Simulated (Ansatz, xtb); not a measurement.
**Relaxing a trial structure of H7Si2Sn**

The starting geometry of this gas-phase doublet has its atoms placed at random.

```xyz
10

Si   -0.6318   -0.9482   -0.9585
Si    0.2084    1.5594   -0.7670
Sn   -2.3200   -0.6049    0.6809
H    -0.0958   -0.8612   -2.3315
H     1.0188    0.8831   -1.7467
H     0.1309   -0.0230    0.0818
H     0.1175   -1.0981    0.8753
H     0.6757   -1.8965   -1.6109
H    -0.1468   -2.4999   -0.6473
H    -1.7831    0.9391   -0.8165
```

One run relaxed it with r2SCAN-D4/def2-SVP. What is a likely outcome?

It falls apart into H5Si2Sn + H2. Contacts that open: Si1–H8 (1.74 → 3.69 Å), Si1–H9 (1.66 → 3.36 Å). Contacts that close: Si1–H10 (2.22 → 1.69 Å), Si2–H6 (1.80 → 1.67 Å), Si2–H10 (2.09 → 1.67 Å), Sn3–H7 (2.49 → 1.79 Å), H8–H9 (1.40 → 0.76 Å).

The energy falls by 6.05 eV over 34 steps:

```tsv
step	E − E(last) (eV)
1	6.045
5	1.792
8	0.473
12	0.076
16	0.003
19	0.002
23	0.001
27	0.000
30	0.000
34	0.000
```

Final geometry (Å):

```xyz
10

Si   -1.1015   -0.3851   -0.8821
Si    0.6393    1.5303   -0.6867
Sn   -2.5680   -1.4884    0.9187
H    -1.0510   -0.6969   -2.3469
H     0.7852    1.3086   -2.1906
H     0.5137   -0.1155   -0.4586
H    -1.7391   -0.3284    1.9955
H     1.6596   -2.7274   -1.5792
H     1.0440   -2.9510   -1.1952
H    -1.0083    1.3037   -0.8153
```

From the same start GFN2-xTB ends elsewhere, at `[SiH3][SnH][SiH3]`.

From so rough a start the end depends on the optimiser's path, so another program may land elsewhere. The end wasn't checked by frequencies. Open shells are spin-unrestricted. Atoms past krypton carry core potentials, without spin–orbit terms. Run with Ansatz 0.2.0, 5.3 min on 2 threads of Arm Neoverse V2 (shared host).
